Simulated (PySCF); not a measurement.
**Identify the compound**

An unknown has the formula C$_{5}$H$_{12}$Cl$_{2}$Si$_{2}$. Its calculated NMR data are:

¹H NMR (400 MHz, computed): δ 6.76 (s, 1H), 4.22 (s, 3H), 3.84 (t, 3H), 2.12 (s, 3H), 2.03 (q, 2H).

¹³C{¹H} NMR (computed): δ 150.5 (C), 135.5 (C), 83.4 (CH), 21.0 (CH3), 20.2 (CH2).

All values are calculated (PySCF 2.14): NMR shieldings at PBE0/pcSseg-1/GIAO, coordinates at the GFN2-xTB level. No solvent model, non-relativistic, equivalent nuclei averaged, one computed conformer.

Shifts are taken against calculated references (same method and geometry level): TMS for ¹H and ¹³C.

**Question.** Propose a structure and justify it.

**Answer.** 
The formula gives 1 degree of unsaturation (no ring in the answer). 5 carbon signals for 5 carbons: no two carbons are equivalent. Carbon types of the structure: 2 × C, 1 × CH, 1 × CH2, 1 × CH3, leaving 6 H on heteroatoms. δC 150.5, 135.5: fully substituted alkene carbon; as expected for a trigonal carbon in a double bond. δC 83.4: allylic sp3 CH bonded to 2 Cl; 2 electronegative neighbours deshield it. δC 21.0: allylic methyl carbon; aliphatic region, no heteroatom directly attached. δH 6.76: hydrogen on an allylic sp3 CH bonded to 2 Cl; its carbon carries Cl, an electronegative neighbour. δH 4.22, 3.84: hydrogen on a silicon bonded to C. δH 2.12: hydrogen on an allylic methyl carbon; allylic position. δH 2.03: hydrogen on an allylic sp3 CH2 bonded to Si; allylic position.

The compound is `C/C(=C(\[SiH3])C[SiH3])C(Cl)Cl`.

The data come from this structure; uniqueness wasn't tested.

Carbons that carry Cl, above all several Cl atoms, come out too deshielded, partly because spin–orbit coupling is missing. Shifts are as computed. Against solution values, carbons near 30 ppm lie about +3 ppm off and those near 130 ppm about +5 ppm; carbons on Cl a further +6 ppm. Of 1309 compounds with measured shifts, 239 miss one by over three times the rms of a fit or turn the order of signals round; such compounds aren't used in these exercises. No couplings were computed; multiplicities are counted from neighbouring protons, with m where these are inequivalent, close in shift, in a saturated or five-membered ring or joined by F or P, and br s for small geminal =CH2 splittings.
